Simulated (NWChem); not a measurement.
System: C3H5ClSi; SMILES ClC1=CC[SiH2]1

```xyz
10

Cl     0.0978    -2.0658     0.0000
C     -0.1005    -0.3636     0.0000
C     -1.2542     0.3372     0.0000
C     -0.8825     1.8084     0.0000
Si     0.9271     1.2009     0.0000
H     -2.2749    -0.0688     0.0000
H     -1.2208     2.3577    -0.8939
H     -1.2208     2.3577     0.8939
H      1.7490     1.4839    -1.2149
H      1.7490     1.4839     1.2149
```
Atoms are numbered in this order, from 1.

Computed with NWChem. Structure relaxed at the PBE0/def2-SVP level.

For level PBE0/def2-TZVP:

highest occupied level (eV): -7.31
orbital gap (eV): 6.86
dipole (D): 1.74

Task: What are these values for level PBE/def2-TZVP?

Result: 
| Quantity | Result |
|---|---|
| highest occupied level (eV) | -6.19 |
| orbital gap (eV) | 4.76 |
| dipole (D) | 1.63 |
